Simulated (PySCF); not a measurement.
GeH₆Si, SMILES [SiH3][GeH3]. Coordinates come from a PBE0-D3(BJ)/def2-TZVP optimisation.

Computed equilibrium geometry at PBE0-D3(BJ)/def2-TZVP (PySCF confirms it by a frequency run) as a Z-matrix, and its point group:
point group C3v.
```
Ge
H 1 1.5378
H 1 1.5378 2 108.33
H 1 1.5378 2 108.33 3 -117.31
Si 1 2.3776 2 110.59 3 121.34
H 5 1.4867 1 110.11 2 -60.00
H 5 1.4867 6 108.82 1 -120.78
H 5 1.4867 6 108.82 7 -118.45
```
Charge 0, spin multiplicity 1.
